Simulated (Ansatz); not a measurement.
`[CH3][SnH2][F]` → `[CH3][Sn][F]` + H₂ at 500 K and 1 bar (stannylene formation by 1,1-elimination).

Program: Ansatz. Geometries: PBE0-D4/def2-TZVP. ΔE: electronic, gas phase. CCSD(T)/CBS is the MP2 limit (def2-TZVPP, def2-QZVPP) plus CCSD(T) − MP2 in def2-TZVPP, frozen cores. This one scheme is used for every species. Elements past krypton have def2 core potentials. For Sn outer-core shells are correlated without core-valence functions, which leaves a few kJ/mol of doubt a bond.

| species | CCSD(T)/CBS energy (Eh) | H − E (kJ/mol) | S (J/(mol·K)) |
| --- | --- | --- | --- |
| `[CH3][SnH2][F]` | -354.90084 | 172.4 | 371.3 |
| `[CH3][Sn][F]` | -353.71142 | 126.2 | 354.6 |
| H₂ | -1.17544 | 41.0 | 145.5 |

H − E and S are ideal-gas, rigid-rotor, harmonic terms from PBE0-D4/def2-TZVP. The MP2-based limit puts H₂ 0.8 mEh under its directly extrapolated value; such offsets cancel only in part. 1 Eh = 2625.50 kJ/mol, R = 8.31446 J/(mol·K).

By hand: ΔE, ΔH, ΔS and ΔG.

ΔE = (-353.71142) + (-1.17544) − (-354.90084) = 0.01398 Eh = 36.7 kJ/mol. Δ(H − E) = 126.2 + 41.0 − 172.4 = -5.2, so ΔH = 31.5 kJ/mol. ΔS = 354.6 + 145.5 − 371.3 = 128.8 J/(mol·K). ΔG = 31.5 − 500 × (128.8)/1000 = -32.9 kJ/mol.

By hand: the equilibrium constant, and the temperature at which ΔG would vanish if ΔH and ΔS stayed fixed.

log₁₀ K = −ΔG/(RT ln 10) = 3.4. ΔG = 0 at ΔH/ΔS = 245 K.

The number of gas molecules changes by +1, which sets the sign of ΔS. A doubt of 5 kJ/mol in ΔE shifts log₁₀ K by 0.5 here. Modes under 60 cm⁻¹, often nearly free rotors, make the harmonic entropy too high. These are equilibria of isolated gas molecules and say nothing of rates. Largest T1 diagnostic: 0.015 (customary marks: 0.02 for closed shells, 0.045 for open ones).
